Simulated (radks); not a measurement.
Species: Tm4+. Configuration: [Kr] 4d10 4f11 5s1 5p6 6p1 (not the ground configuration). Calculated with a radial shooting solver on a logarithmic mesh with Libxc functionals: Dirac Kohn-Sham, PBE, spin-unpolarised, spherical densities, finite nucleus; open shells are shared between the two j in proportion to 2j + 1; Fermi nuclear charge, rms radius 5.2256 fm.

Spin-orbit splittings of the eigenvalues, e(l+1/2) - e(l-1/2), with zeta = 2 splitting/(2l+1) and mean radii in bohr:

shell  occ.  splitting (eV)  zeta (eV)  <r> j=l-1/2  <r> j=l+1/2
2p        6           980.1      653.4      0.07008      0.07747
3p        6               ?          ?       0.2103       0.2241
3d       10           45.21      18.08       0.1973       0.2016
4p        6           46.98      31.32       0.5049       0.5363
4d       10           8.608      3.443       0.5612       0.5722
4f       11           1.368     0.3908       0.6966       0.7058
5p        6           7.210      4.807        1.277        1.359
5d        0          0.8373     0.3349        1.751        1.783
5f        0         0.05451    0.01558        3.325        3.339
6p        1           1.469     0.9791        2.940        3.077
7p        0          0.6026     0.4017        5.240        5.421

Estimate the 3p splitting.

Answer. 206.9 eV (zeta = 137.9 eV).
